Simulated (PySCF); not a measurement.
**ZrI₃: calculation against measurement**

Isolated ZrI₃, optimised in PySCF with density fitting and no spin–orbit coupling; def2 sets carry scalar-relativistic core potentials from Rb on. All levels below give a doublet of D3h symmetry: PBE0/def2-TZVP Zr–I 2.687 Å (×3); B3LYP/def2-TZVP Zr–I 2.711 Å (×3); PBE/def2-TZVP Zr–I 2.697 Å (×3); PBE/def2-SVP Zr–I 2.700 Å (×3).

Formally Zr is in oxidation state +3, d1, with 1 unpaired electron. The Mulliken spin on Zr is 1.14. The polar-tensor charge on Zr, 1.42, is far below the formal one.

Problem. The tabulated gas-phase entropy at 298.15 K and 1 bar is 397.77 J/(mol K) (Chase, 1998, NIST Chemistry WebBook). What do rigid-rotor harmonic-oscillator sums give?

Solution. PBE0/def2-TZVP 406.8, B3LYP/def2-TZVP 406.6, PBE/def2-TZVP 408.0, PBE/def2-SVP 408.1 J/(mol K). Only the spin multiplicity enters the electronic part, so orbital degeneracy and low-lying levels are missing. Tables of this kind often rest on estimated structures and frequencies for high-temperature species, so a gap need not be the fault of the calculation.

Problem. ΔfH°(298 K) is -221.75 kJ/mol (Chase, 1998, NIST Chemistry WebBook), and for the gaseous atoms Zr 610.0, I 106.8 kJ/mol (tabulated in the package mendeleev). Compare the atomisation enthalpy with the calculations.

Solution. From the tables it is 610.0 + 3 × 106.8 − (-221.8) = 1152 kJ/mol. To a computed De one adds −ZPE (-4.9), the atoms' spin–orbit lowering from NIST levels (-99.6) and the thermal terms (4.7), all taken at PBE0/def2-TZVP.
```tsv
level	De (kJ/mol)	ΔatH°(298 K)	computed − tabulated
PBE0/def2-TZVP	1137	1037	-115
B3LYP/def2-TZVP	1076	976	-176
PBE/def2-TZVP	1167	1067	-85
PBE/def2-SVP	1176	1076	-76
```

 Open d and f shells are described by one determinant, and the ground state may have another occupation or spin. No spin–orbit coupling is included, which matters more the heavier the element.
